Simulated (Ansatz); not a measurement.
Program: Ansatz. Geometries: PBE0-D4/def2-TZVP. ΔE: electronic, gas phase. CBS: MP2 limit from def2 TZ/QZ plus the TZ coupled-cluster correction, frozen cores. DFT in def2-TZVPP. B3LYP here is the variant with VWN-RPA as its local correlation; programs differ in this. HSE06 is defined as in plane-wave codes. Each species was taken in one conformer, which may not be the lowest.

`F[CH]1[O][Al]1[SiH3]` + `O=C[SiH](O)Cl` → `O=C[SiH](Cl)O[SiH3]` + `F[CH]1[O][AlH]1`  (cleavage of the Si–Al bond)

| level | ΔE (kcal/mol) | difference from CCSD(T)/CBS |
| --- | --- | --- |
| revPBE-D4 | -14.3 | 6.1 |
| BLYP-D4 | -19.3 | 1.1 |
| PBE0-D4 | -15.6 | 4.8 |
| B3LYP-D4 | -20.7 | -0.3 |
| HSE06-D4 | -15.5 | 4.9 |
| B2PLYP | -20.5 | -0.1 |
| PBE-QIDH | -18.6 | 1.8 |
| revPBE | -11.5 | 8.9 |
| BLYP | -16.8 | 3.6 |
| r2SCAN | -17.6 | 2.8 |
| PBE0 | -14.6 | 5.8 |
| r2SCAN0 | -18.7 | 1.7 |
| CCSD(T)/def2-SVP | -19.0 | 1.4 |
| MP2/def2-TZVPP | -22.1 | -1.7 |
| HF/def2-QZVPP | -26.5 | -6.1 |
| HF/CBS(def2) | -26.6 | -6.2 |
| CCSD(T)/CBS | -20.4 | 0 |

Largest T1 diagnostic among the species: 0.018.

From r2SCAN to r2SCAN0 (25 % exact exchange), in def2-TZVPP and without D4, ΔE moves by −1.1 kcal/mol. At CCSD(T), def2-SVP lies +1.4 kcal/mol from the extrapolated value and def2-TZVPP +0.5 kcal/mol.

CCSD(T)/CBS has its own doubt, a few kJ/mol and more with outer-core shells, so smaller differences from it don't rank the levels.
